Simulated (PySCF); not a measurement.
ORD: SMILES C[C@@]1(C#N)CS[C@@H]1F, C5H6FNS

Geometry:
| atom | x (Å) | y (Å) | z (Å) |
| --- | --- | --- | --- |
| C1 | 1.480 | -0.122 | 0.093 |
| C2 | -0.001 | 0.234 | -0.024 |
| C3 | -0.151 | 1.672 | -0.089 |
| N4 | -0.261 | 2.806 | -0.164 |
| C5 | -0.703 | -0.497 | -1.186 |
| S6 | -1.518 | -1.684 | -0.053 |
| C7 | -0.836 | -0.431 | 1.094 |
| F8 | -1.794 | 0.372 | 1.626 |
| H9 | 1.905 | 0.313 | 0.995 |
| H10 | 2.024 | 0.262 | -0.767 |
| H11 | 1.596 | -1.203 | 0.131 |
| H12 | -0.034 | -0.976 | -1.897 |
| H13 | -1.441 | 0.109 | -1.710 |
| H14 | -0.270 | -0.854 | 1.929 |

Computed, not measured: PySCF, TDDFT BHandHLYP/def2-SVPD circular dichroism and optical rotation, one conformer, gas phase. Geometry: GFN2-xTB.

States above about 8.6 eV (minus the energy of the highest occupied orbital) lie near or above the ionisation threshold and depend on the basis.

Stereocentres: C2 R, C7 S.

(1) What is the specific rotation at 633, 589.3, 546, 436, 405, 365, 355 nm?

(2) And for the mirror image at 589.3 nm?

(3) What is the molar rotation [Φ] = [α]·M/100 of the geometry above at 589.3 nm?

Answers

(1) [α] in deg dm⁻¹ (g/mL)⁻¹:
```
λ (nm)  origin-invariant length gauge  modified velocity gauge  length gauge (centre of mass)  isotropic polarisability (au)
   633                         +110.7                   +114.3                         +112.2                           79.0
 589.3                         +130.7                   +135.0                         +132.5                           79.3
   546                         +156.8                   +162.0                         +158.9                           79.6
   436                         +279.6                   +289.2                         +283.0                           80.9
   405                         +345.0                   +357.2                         +349.1                           81.5
   365                         +478.0                   +495.8                         +483.2                           82.6
   355                         +525.8                   +545.6                         +531.3                           82.9
```

(2) -130.7 deg dm⁻¹ (g/mL)⁻¹ (origin-invariant length gauge): the same size and the opposite sign.

(3) With M = 131.17 g/mol, +171.4 deg cm² dmol⁻¹ (origin-invariant length gauge).

The first excitation lies at 5.00 eV (248 nm) with R = +5.9 × 10⁻⁴⁰ esu² cm² (velocity form).
